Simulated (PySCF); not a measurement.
Property card for (H2Al-mu-OH)3, Al3H9O3

(H2Al-mu-OH)3.
Bonds: Al1–O4, Al1–O12, O4–Al5, Al5–O8, O8–Al9, Al9–O12. Hydrogens: H2, H3 on Al1; H13 on O4; H6, H7 on Al5; H14 on O8; H10, H11 on Al9; H15 on O12.

From PBE0-D3(BJ)/def2-SVP geometry optimisation, gas phase (PySCF):

```yaml
Rotational_constants_A_B_C: 2.073, 1.802, 1.089 GHz
```

**wB97X-D/def2-SVPD ground state, ΔSCF and vertical TDDFT (core frozen in the response) (PySCF)**

```yaml
Dipole_moment: 1.69 D
HOMO_energy: -9.93 eV
LUMO_energy: 1.13 eV
HOMO–LUMO_gap: 11.06 eV
Lowest_singlet_excitation: 6.76 eV (183 nm, f = 0.001)
Lowest_triplet_excitation_Tamm–Dancoff: 6.48 eV
Static_isotropic_polarisability: 92.8 au
Vertical_ionisation_energy: 10.22 eV
Electronic_spatial_extent_⟨r²⟩_about_the_centre_of_nuclear_charge: 1128 bohr²
```

B3LYP/pcSseg-1 (pcSseg-2 on Al) ground state and GIAO shieldings, non-relativistic (PySCF):

```yaml
1H_chemical_shifts_computed_TMS_as_zero_by_class: 4.19 (H2/H3/H6/H7/H10/H11), 2.25 (H13/H14/H15) ppm
Isotropic_shieldings_of_nuclei_other_than_C_and_H_by_class: 271 (O4/O8/O12), 428 (Al1/Al5/Al9) ppm
```

**delta-SCF UKS SCAN, pcX-2 on the ionised atom, pcseg-1 elsewhere, spin-free X2C (PySCF)**

```yaml
Core_binding_energies: O1s 539.7 (O4/O8/O12), Al1s 1567.1 (Al1/Al5/Al9) eV
```

Monoisotopic mass from the formula: 137.9998 u.

The vertical singlet–triplet gap S1 − T1 is 0.28 eV (TDDFT singlet less Tamm–Dancoff triplet). No computed singlet falls in the visible range (750 to 380 nm, 1.65 to 3.26 eV); S1 lies 3.50 eV above its blue end. The largest Löwdin shares of the HOMO are 0.19 on Al9, 0.16 on Al1, 0.15 on H10 and 0.14 on H11. The ΔSCF ionisation energy exceeds −ε(HOMO) by 0.29 eV with wB97X-D. The rotational constants make it an asymmetric top with κ = (2B − A − C)/(A − C) = 0.45, nearer the oblate limit (+1). The 15 singlets span 6.76 to 8.64 eV, and their oscillator strengths add up to 0.64. With B = h/(8π²I), that is 505.379 GHz u Å² over I, the principal moments of inertia are 243.8, 280.5 and 464.2 u Å² (most abundant isotopes). S1 lies 4.30 eV below the HOMO–LUMO gap.

 NMR classes are plain means over equivalent atoms (diastereotopic ones count apart unless rotation or inversion swaps them), as if these changed places fast; in this geometry the members of some classes differ.

For the geometry optimisation (PBE0-D3(BJ)/def2-SVP), on one thread of an Intel Xeon Platinum 8259CL at 2.50 GHz, shared host, this took 5.2 min wall and 0.61 GiB of memory at its peak.

One conformer stands for the species.
